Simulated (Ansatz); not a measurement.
C₂H₅O₂, charge +1, singlet, geometry from GFN2-xTB; CCSD(T)/cc-pVDZ in Ansatz (an electronic-structure program).

The Ansatz input:
Ansatz 0.2 input:
```yaml
crystal:
  periodic: [false, false, false]
  atoms:
    - {symbol: C, position_ang: [-1.47911306, 0.20201824, -0.17959624]}
    - {symbol: O, position_ang: [-0.33835513, -0.62648637, -0.47029081]}
    - {symbol: C, position_ang: [0.81984470, -0.37706961, -0.06959347]}
    - {symbol: O, position_ang: [1.22790171, 0.58980123, 0.63241273]}
    - {symbol: H, position_ang: [-1.35167712, 1.20325766, -0.59699882]}
    - {symbol: H, position_ang: [-2.32544637, -0.28288392, -0.66549758]}
    - {symbol: H, position_ang: [-1.66304854, 0.25071784, 0.89592283]}
    - {symbol: H, position_ang: [1.59060464, -1.09833454, -0.36903380]}
    - {symbol: H, position_ang: [0.58880493, 1.27103228, 0.93377029]}
basis:
  gaussian:
    orbitals: cc-pVDZ
total_charge: 1
magnetization: {spin_polarized: false}
correlation: {method: ccsd_t}
accuracy: high
```

**Question.** Write the output that Ansatz gives for this input, abridged.

**Answer.** 
```
Functional definition: HF
1920 factors; integrals over basis functions are off by at most 3.3e-9 eV
mean field evaluation 1: about -6203.7419 eV, gradient 4.4e1 eV
mean field evaluation 2: about -6203.7454 eV, gradient 4.4e1 eV
mean field evaluation 4: about -6207.3975 eV, gradient 3.5e0 eV
mean field evaluation 8: about -6207.4327 eV, gradient 2.9e-4 eV
mean field evaluation 16: about -6207.3931 eV, gradient 3.5e0 eV
mean field -6207.43272471 eV, -228.1189450839 hartree, gradient 1.1e-8 eV, S^2 0.000000; 0 other end points of the search recorded, 0 dependent functions left out
4 core orbitals not correlated
reference -6207.43272471 eV, -228.1189450839 hartree; 12, 12 occupied and 65, 65 virtual orbitals, 1920 factors
second order -17.09665829 eV of doubles, -0.00000000 eV of singles
cycle   1  -17.37560862 eV  change   -2.8e-1 eV  update   1.0e-1
cycle   2  -17.85430532 eV  change   -4.8e-1 eV  update   3.1e-2
cycle   3  -17.98903095 eV  change   -1.3e-1 eV  update   1.8e-2
cycle   4  -17.97645567 eV  change    1.3e-2 eV  update   4.5e-3
cycle   5  -17.97559346 eV  change    8.6e-4 eV  update   1.6e-3
cycle   6  -17.97566785 eV  change   -7.4e-5 eV  update   4.0e-4
cycle   7  -17.97532379 eV  change    3.4e-4 eV  update   1.6e-4
cycle   8  -17.97524939 eV  change    7.4e-5 eV  update   5.2e-5
cycle   9  -17.97526949 eV  change   -2.0e-5 eV  update   2.4e-5
cycle  10  -17.97526203 eV  change    7.5e-6 eV  update   8.5e-6
cycle  11  -17.97527108 eV  change   -9.1e-6 eV  update   3.2e-6
cycle  12  -17.97527250 eV  change   -1.4e-6 eV  update   7.6e-7
cycle  13  -17.97527295 eV  change   -4.5e-7 eV  update   3.0e-7
cycle  14  -17.97527290 eV  change    5.8e-8 eV  update   9.2e-8
cycle  15  -17.97527283 eV  change    6.3e-8 eV  update   4.2e-8
cycle  16  -17.97527281 eV  change    1.9e-8 eV  update   2.6e-8
cycle  17  -17.97527272 eV  change    9.2e-8 eV  update   1.5e-7
cycle  18  -17.97527273 eV  change   -4.4e-9 eV  update   4.7e-8
cycle  19  -17.97527270 eV  change    2.2e-8 eV  update   1.2e-8
cycle  20  -17.97527270 eV  change    5.6e-9 eV  update   3.5e-9
cycle  21  -17.97527270 eV  change    1.0e-9 eV  update   1.1e-9
perturbative correction -0.52162241 eV, -0.0191692698 hartree
Total energy: -6225.92961981 eV, -228.7986934414 hartree
```
